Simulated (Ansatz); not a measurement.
`C#CN[AsH][SiH3]` + NH₃ → `N[AsH][SiH3]` + `C#CN` at 600 K and 1 bar (ligand exchange at the As–N bond).

Isolated molecules relaxed with PBE0-D4/def2-TZVP in Ansatz; ΔE leaves out vibrations. CCSD(T)/CBS adds triple-zeta CCSD(T) − MP2 to the extrapolated MP2 energy (def2 sets, frozen cores). This one scheme is used for every species. For As outer-core shells are correlated without core-valence functions, which leaves a few kJ/mol of doubt a bond. Scalar relativity is left out up to krypton. One conformer a species, not always the lowest.

```csv
species,CCSD(T)/CBS energy (Eh),H − E (kJ/mol),S (J/(mol·K))
`C#CN[AsH][SiH3]`,-2658.41225,249.3,489.2
NH₃,-56.50880,112.4,219.5
`N[AsH][SiH3]`,-2582.38925,209.8,407.6
`C#CN`,-132.52893,151.8,303.8
```

H − E and S are ideal-gas, rigid-rotor, harmonic terms from PBE0-D4/def2-TZVP, for one conformer and one mirror image of each species. 1 Eh = 2625.50 kJ/mol, R = 8.31446 J/(mol·K).

By hand: ΔE, ΔH, ΔS and ΔG.

ΔE = (-2582.38925) + (-132.52893) − (-2658.41225) − (-56.50880) = 0.00287 Eh = 7.5 kJ/mol. Δ(H − E) = 209.8 + 151.8 − 249.3 − 112.4 = -0.1, so ΔH = 7.4 kJ/mol. ΔS = 407.6 + 303.8 − 489.2 − 219.5 = 2.7 J/(mol·K). ΔG = 7.4 − 600 × (2.7)/1000 = 5.8 kJ/mol.

By hand: the equilibrium constant, and the temperature at which ΔG would vanish if ΔH and ΔS stayed fixed.

log₁₀ K = −ΔG/(RT ln 10) = -0.5. ΔG = 0 at ΔH/ΔS = 2741 K, far beyond where these terms or the molecules hold.

The number of gas molecules stays the same, so ΔS is small and ΔH decides. The sign of ΔG lies within the doubt. A doubt of 5 kJ/mol in ΔE shifts log₁₀ K by 0.4 here. Other conformers and mirror images would add mixing entropy, several J/(mol·K) or more a flexible species. Modes under 60 cm⁻¹, often nearly free rotors, make the harmonic entropy too high. These are equilibria of isolated gas molecules and say nothing of rates. Largest T1 diagnostic: 0.013 (customary marks: 0.02 for closed shells, 0.045 for open ones).
